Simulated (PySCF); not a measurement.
## Polarisability as a sum over states

Species: SiHMe2Et, C4H12Si.
Structure used (PBE0-D3(BJ)/def2-SVP), in Å, numbered top down from 1:
```xyz
17
C4H12Si angstrom
Si     0.0621    0.6328    0.3300
H      0.0017    0.8522    1.8154
C      1.8577    0.3471   -0.1626
H      2.3008   -0.4963    0.3889
H      2.4683    1.2406    0.0419
H      1.9340    0.1262   -1.2397
C     -0.6179    2.1567   -0.5403
H     -1.6727    2.3281   -0.2745
H     -0.5590    2.0436   -1.6348
H     -0.0500    3.0588   -0.2639
C     -0.9907   -0.8783   -0.0939
C     -0.5245   -2.1847    0.5419
H     -1.0138   -0.9729   -1.1948
H     -2.0301   -0.6559    0.2064
H     -1.1657   -3.0342    0.2570
H      0.5041   -2.4405    0.2409
H     -0.5329   -2.1237    1.6422
```

Method: TDDFT B3LYP/def2-SVPD, vertical, gas phase, core orbitals frozen in the response in PySCF.

Excitation energies and transition dipoles (atomic units, axes of the coordinates) of those of the lowest 10 singlets that add 0.02 au or more to the mean polarisability:

```csv
state,ΔE (hartree),μx,μy,μz
S1,0.2688,0.213,0.081,-0.014
S2,0.2820,0.037,-0.252,0.064
S3,0.2874,0.404,-0.199,0.006
S4,0.2910,0.248,0.033,0.101
S5,0.2940,-0.035,-0.189,0.038
S6,0.3023,0.076,0.216,-0.191
S7,0.3050,-0.121,-0.359,-0.219
S8,0.3065,0.212,-0.504,0.323
S9,0.3100,0.372,-0.146,-0.089
S10,0.3131,-0.308,-0.157,0.188
```

Problem. What does each state add to αxx, αyy and αzz, and how do the sums compare with the full static tensor?

Solution. Each state adds 2 μα² / ΔE.

| state | αxx (au) | αyy (au) | αzz (au) |
| --- | --- | --- | --- |
| S1 | 0.34 | 0.05 | 0.00 |
| S2 | 0.01 | 0.45 | 0.03 |
| S3 | 1.14 | 0.27 | 0.00 |
| S4 | 0.42 | 0.01 | 0.07 |
| S5 | 0.01 | 0.24 | 0.01 |
| S6 | 0.04 | 0.31 | 0.24 |
| S7 | 0.10 | 0.84 | 0.31 |
| S8 | 0.29 | 1.66 | 0.68 |
| S9 | 0.89 | 0.14 | 0.05 |
| S10 | 0.61 | 0.16 | 0.23 |
| all 10 states | 3.8 | 4.1 | 1.6 |
| full response | 78.5 | 85.9 | 71.2 |
| share (%) | 5 | 5 | 2 |

The rest comes from the higher roots of the same response equations.

Problem. Give the full tensor and its principal values.

Solution. In au, rows and columns x, y, z:
```
x   78.5  0.5  0.3
y    0.5 85.9 -3.5
z    0.3 -3.5 71.2
```
Principal values 70.4, 78.5 and 86.7 au; mean 78.5 au (11.64 Å³).

Problem. By how much does the contribution of these states grow at 589.3 nm?

Solution. With ω = 0.0773 hartree each state's term in the mean polarisability goes from f / ΔE² to f / (ΔE² − ω²), f = (2/3) ΔE |μ|²; the sum over all 10 states goes from 3.20 to 3.43 au, a rise of 0.23 au.

A one-level model with all 32 active electrons at a single energy would need ΔE = √(N/α) = 17.4 eV to give this α, against S1 at 7.31 eV.

One conformer stands for the species.

Without π bonds the low states are Rydberg-like; a valence basis with one diffuse set may place them up to an eV too high.
